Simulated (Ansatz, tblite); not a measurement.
Spin states of the cluster Hf₃⁺, each relaxed with PBE-D4/def2-TZVP in Ansatz. Electronic energies in the gas phase.

In the def2 sets Hf takes a core potential; there is no spin–orbit coupling. The xTB rows come from tblite. B3LYP takes the VWN-RPA correlation. Correlated methods freeze no core orbitals; core or outer-core shells of Hf are correlated, in sets that lack core-valence functions. HOMO above LUMO, or a gap near zero within one spin, warns that the state may not be the lowest or that an electron is smeared out. The structure comes from a short search, and lower isomers may exist.

Doublet geometry (D3h within 0.1 Å):

```xyz
3

Hf    0.220    0.960   -1.232
Hf   -0.924   -1.270   -0.145
Hf    0.704    0.310    1.377
```

Quartet geometry (C2v within 0.1 Å):

```csv
atom,x (Å),y (Å),z (Å)
Hf1,-1.301,-0.851,0.396
Hf2,-0.158,1.497,-0.228
Hf3,1.460,-0.645,-0.168
```

⟨S²⟩: doublet 0.99 at PBE0-D4/def2-TZVP (pure 0.75), quartet 3.80 at PBE0-D4/def2-TZVP (pure 3.75).

Run but left out: HF/def2-TZVP, r2SCAN-D4/def2-TZVP, MP2/def2-TZVP, CCSD/def2-TZVP, CCSD(T)/def2-TZVP (doublet: ⟨S²⟩ 1.53 to 2.90, where a pure state has 0.75).

Only these spin states were relaxed. Higher spins weren't run and may lie lower.

| level | quartet − doublet (kJ/mol) | lowest of these | remarks |
| --- | --- | --- | --- |
| GFN1-xTB | 32.4 | doublet | – |
| LDA (SPW92)/def2-TZVP | 67.0 | doublet | gap within one spin near zero (quartet) |
| PBE-D4/def2-TZVP | 46.1 | doublet | – |
| BLYP-D4/def2-TZVP | 57.5 | doublet | – |
| B97M-V/def2-TZVP | 35.6 | doublet | – |
| B3LYP-D4/def2-TZVP | 41.0 | doublet | spin-contaminated (⟨S²⟩ 0.89) (doublet) |
| PBE0-D4/def2-TZVP | 31.1 | doublet | spin-contaminated (⟨S²⟩ 0.99) (doublet) |
| ωB97M-V/def2-TZVP | 48.9 | doublet | spin-contaminated (⟨S²⟩ 0.91) (doublet) |
| RPA@PBE/def2-TZVP | 84.5 | doublet | – |

Change of the quartet − doublet gap on mixing in exact exchange, in kJ/mol: PBE to PBE0 (25 % exact exchange) -15.0; BLYP to B3LYP (20 % exact exchange) -16.5.

The xTB methods have no spin-polarisation term.
